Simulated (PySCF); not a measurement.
GaFCl + HF → GaF₂ + HCl

Level: PBE0 in the def2-TZVP basis family, all electrons, no relativity, computed in PySCF with density fitting; open shells unrestricted.

| species | state and structure | E (Eh) | ZPE (kJ/mol) | H(298 K) − H(0) (kJ/mol) | S° (J/(mol K)) |
| --- | --- | --- | --- | --- | --- |
| GaFCl | doublet, Cs, Ga–Cl 2.158 Å, Ga–F 1.758 Å; Cl–Ga–F 117.8° | -2484.52302 | 7.2 | 12.8 | 296.5 |
| HF | singlet, C∞v, H–F 0.920 Å | -100.39188 | 24.9 | 8.7 | 173.6 |
| GaF₂ | doublet, C2v, Ga–F 1.756 Å (×2); F–Ga–F 116.7° | -2124.23652 | 9.0 | 12.2 | 279.0 |
| HCl | singlet, C∞v, H–Cl 1.279 Å | -460.66440 | 17.9 | 8.7 | 186.6 |

(1) What is the electronic reaction energy?

(2) Add zero-point, thermal and entropy terms for 298.15 K and 1 bar.

Answers

(1) At PBE0/def2-TZVP, ΔE = 36.7 kJ/mol from the differences of the total energies times 2625.5, uphill. Ligand exchange with HF takes part in thermal etching.

(2) ΔZPE = -5.2 and Δ[H(298) − H(0)] = -0.6 kJ/mol give ΔH° = 30.9 kJ/mol. ΔS° = -4.5 J/(mol K), so ΔG° = 30.9 − 298.15 × (-0.0045) = 32 kJ/mol and log₁₀K = -5.6.

Each species is the lowest minimum found with this bonding; other isomers or fragments can lie lower.
